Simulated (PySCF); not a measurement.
Ionisation energy along the 22-electron series

Calculated with PySCF 2.14 and a two-component X2C-1e Hamiltonian (Gaussian nucleus, no Breit or QED terms), each ion in its own even-tempered basis scaled to its charge; GMP2 freezes [Ne] and drops the highest virtual spinors. Values in eV. NIST values: (m) measured, (s) semi-empirical, (t) theoretical.

```json
{"ion": "Dy⁴⁴⁺", "configuration": "[Ar] 3d4", "GHF (spin-free)": "3591.2", "GMP2 (spin-free)": "3591.3", "GHF (screened spin-orbit)": "3608.4", "GMP2 (screened spin-orbit)": "3609.3", "NIST": "3607 ± 4 (t)"}
{"ion": "Ho⁴⁵⁺", "configuration": "[Ar] 3d4", "GHF (spin-free)": "3742.8", "GMP2 (spin-free)": "3742.8", "GHF (screened spin-orbit)": "3761.7", "GMP2 (screened spin-orbit)": "3762.6", "NIST": "3760 ± 4 (t)"}
{"ion": "Er⁴⁶⁺", "configuration": "[Ar] 3d4", "GHF (spin-free)": "3897.2", "GMP2 (spin-free)": "3897.2", "GHF (screened spin-orbit)": "3918.0", "GMP2 (screened spin-orbit)": "3918.8", "NIST": "3916 ± 4 (t)"}
```

Between Z = 66 and Z = 68 the GMP2 (screened spin-orbit) value grows as Z to the power 2.76.
